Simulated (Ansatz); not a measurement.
Relaxation of Cl2F5HW (9 atoms, charge 0, multiplicity 1), to a largest force component of 0.03 eV/Å in at most 50 steps.

Computed with RKS PBE-D4/def2-SVP in Ansatz 0.2.0.

```xyz
9
Properties=species:S:1:pos:R:3
W -0.094 -0.089 -0.159
F -0.007 0.017 1.703
F 1.760 -0.158 -0.245
F -0.194 1.762 -0.265
F -1.955 -0.144 -0.006
F -0.121 -1.950 0.009
Cl -0.235 -0.254 -2.439
Cl 2.096 2.157 1.622
H 1.390 1.412 2.477
```

Task: Where does it end, and by what steps?

Result: The forces met the threshold. The force dipped under the threshold on the way, but the program's further checks kept it going. After 7 steps the energy has fallen by 0.155 eV; Cl8 moved furthest, 0.59 Å.

```tsv
step	energy less start (eV)	largest force component (eV/Å)	accepted
0	0.0000	0.934	yes
1	-0.0988	0.540	yes
2	-0.0917	0.321	no
3	-0.1337	0.232	yes
4	-0.1462	0.115	yes
5	-0.1528	0.019	yes
6	-0.1545	0.030	yes
7	-0.1547	0.027	yes
```

```xyz
9
Properties=species:S:1:pos:R:3
W -0.151 -0.150 -0.255
F 0.042 0.060 1.607
F 1.704 -0.154 -0.398
F -0.183 1.704 -0.412
F -1.999 -0.155 -0.003
F -0.129 -1.995 0.010
Cl -0.393 -0.412 -2.513
Cl 2.310 2.366 2.131
H 1.441 1.487 2.531
```

Whether the end is a true minimum wasn't checked by a vibrational analysis.

Run time: 19 s on 4 threads of Arm Neoverse V2 (shared host), peak memory 0.22 GiB.
